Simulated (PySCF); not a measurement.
# Telling isomers of C6H11NOSi apart by NMR

Theory: geometry: GFN2-xTB, NMR shieldings at PBE0/pcSseg-1/GIAO, in PySCF 2.14 (no solvent model, relativity neglected, averaged over atoms made equivalent by symmetry, fast rotation or ring inversion, single conformer).

Shifts are taken against calculated references (same method and geometry level): 1H, 13C vs TMS. Where no couplings were computed, multiplicities follow the n + 1 count of equivalent neighbours, and m marks all less simple cases (inequivalent or close neighbours, rings, F or P nearby). Shifts are as computed. Against solution values, carbons near 30 ppm lie about +3 ppm off and those near 130 ppm about +5 ppm. Of 1211 compounds with measured shifts, 218 miss one by over three times the rms of a fit or turn the order of signals round; such compounds aren't used in these exercises.

(1) Tabulate the signals of `CCO[Si@H]1C[C@H](C#N)C1`, `Cc1coc(CC[SiH3])n1` and their relative energies.

(2) What is the quickest way to tell CCO[Si@H]1C[C@H](C#N)C1 from Cc1coc(CC[SiH3])n1?

Answers

(1) 
```tsv
SMILES	carbon types	δC	δH	E rel. (kcal/mol)
CCO[Si@H]1C[C@H](C#N)C1	1×C 1×CH 3×CH2 1×CH3	130.4, 63.9, 29.1, 20.6, 14.8	5.69 (m, 1H), 4.00 (q, 2H), 2.87 (m, 1H), 2.13 (m, 2H), 1.79 (m, 2H), 1.38 (t, 3H)	0.0
Cc1coc(CC[SiH3])n1	2×C 1×CH 2×CH2 1×CH3	169.1, 145.2, 139.8, 29.8, 13.5, 11.5	7.45 (s, 1H), 3.77 (t, 3H), 3.04 (t, 2H), 2.41 (s, 3H), 1.13 (m, 2H)	7.0
```

Energies are electronic energies at PBE0/pcSseg-1 on these geometries, without zero-point or thermal terms, each for the one conformer computed, which needn't be the lowest.

(2) Count the carbon signals: 5 against 6. The first has an sp3 CH α to a nitrile at 14.8 ppm, the second an aromatic CH next to the ring oxygen at 139.8 ppm. Their most deshielded carbons lie at 130.4 and 169.1 ppm. In the proton spectra the most deshielded non-exchanging signals are 5.69 (m, 1H) and 7.45 (s, 1H).
